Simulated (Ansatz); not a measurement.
A structure relaxed at PBE-D4/def2-SVP in Ansatz, charge -1, singlet:

Cartesian coordinates in Å:
```
Ga -1.533 -0.329 -1.303
Ga -0.449 -2.746 -0.394
Ga 0.861 -0.259 0.711
Ga 1.296 2.618 0.479
As 2.858 1.012 1.091
As -1.316 1.281 0.482
As 1.169 -2.625 1.217
As -2.166 -2.468 -2.015
As -0.720 3.516 -0.267
```

Question: Give its formula.

Answer: the cluster Ga4As5⁻.

Question: Summarise the bond lengths by kind (pairs closer than 1.2 times the sum of covalent radii, bridged metal pairs left out).

Answer: 9 × As–Ga 2.29 to 2.68 Å; 1 × As–As 2.43 Å.

The structure comes from a short search, and lower isomers may exist.
